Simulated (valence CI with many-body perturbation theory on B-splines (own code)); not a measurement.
Which ion has this spectrum?

A relativistic CI+MBPT calculation for an atom or ion with 15 electrons gives these levels (eV):

| J | Parity | E | g |
| --- | --- | --- | --- |
| 3/2 | odd | 0.00 | 1.41 |
| 3/2 | odd | 64.64 | 1.43 |
| 5/2 | odd | 72.60 | 1.19 |
| 1/2 | odd | 82.41 | 0.66 |
| 3/2 | even | 147.79 | 0.79 |
| 3/2 | odd | 148.10 | 1.28 |
| 5/2 | even | 161.15 | 1.42 |
| 5/2 | even | 178.79 | 1.26 |
| 1/2 | even | 187.94 | 2.22 |
| 3/2 | even | 189.19 | 1.16 |
| 5/2 | even | 212.32 | 0.96 |
| 3/2 | even | 212.97 | 0.94 |
| 1/2 | even | 213.68 | 0.23 |
| 7/2 | even | 219.82 | 1.08 |

The energies are calculated, and their last digits are not significant.

Problem. Which is it?
A. Xe39+
B. Ba41+
C. Te37+
D. I38+

Solution. D. I38+, ground level (3s^2 3p1/2^2 3p3/2) J=3/2.
